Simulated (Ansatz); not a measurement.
Two structures of GeH$_{2}$O, closed shell, reached by relaxing down either side of one saddle point (PBE0-D4/def2-TZVP). Energies are electronic, without zero-point energy. Program: Ansatz 0.2.0. Basis: def2-TZVPP and def2-QZVPP. Cores are frozen in the correlated methods. Filled d shells of the heavier atoms are correlated. The def2 sets are not built for correlating such inner shells, so the correlated values are less sure here. Extrapolation: Hartree–Fock as exp(−7.88 √X), correlation as X^−2.97. First:

H1  (-1.308, -0.106, -0.566)
O2  (1.051, -0.236, 0.236)
Ge3  (2.279, 0.366, 1.109)
H4  (-2.021, -0.024, -0.779)
(Å)

Second:

```tsv
atom	x (Å)	y (Å)	z (Å)
H1	0.0166	-1.0456	-0.7048
O2	0.7484	-0.6957	-0.1907
Ge3	0.3846	0.8118	0.6972
H4	-1.1496	0.9296	0.1983
```

**Question.** Which bonds change from the first to the second?

**Answer.** GeO + H₂ → GeH₂O ([OH][GeH]); bonds formed: H1–O2, Ge3–H4; bonds broken: H1–H4.

**Question.** Give the saddle point's structure and its height above each. (To be estimated.)

**Answer.** Computed: 37.63 kcal/mol above the first and 47.52 kcal/mol above the second (CCSD(T) at an estimated basis limit (MP2 extrapolated from triple and quadruple zeta, plus CCSD(T) − MP2 in triple zeta)).
```csv
atom,x (Å),y (Å),z (Å)
H1,-0.4099,-0.3080,-0.3642
O2,0.8769,-0.7502,-0.1792
Ge3,0.6283,0.6876,0.7047
H4,-1.0953,0.3706,-0.1613
```

The search had been set up for a 1,2-shift (forming H1–Ge3, breaking H1–O2); from that guess it ended on this step instead.

T1 diagnostic: at most 0.027. The T1 diagnostic is large here, which may signal multireference character or strong orbital relaxation, so CCSD(T) is less sure.

Labels in which every atom is bracketed show which atoms are joined, not bond orders.

For scale, one of the runs: CCSD(T)/def2-TZVPP, 107 basis functions, launched by `ansatz run in.yaml --threads 2 --pin off --events-out ev --progress --plain --max-ram 4352MiB`. Hardware: 2 CPU threads of an Arm Neoverse V1, shared host. Wall time about 4.8 s.
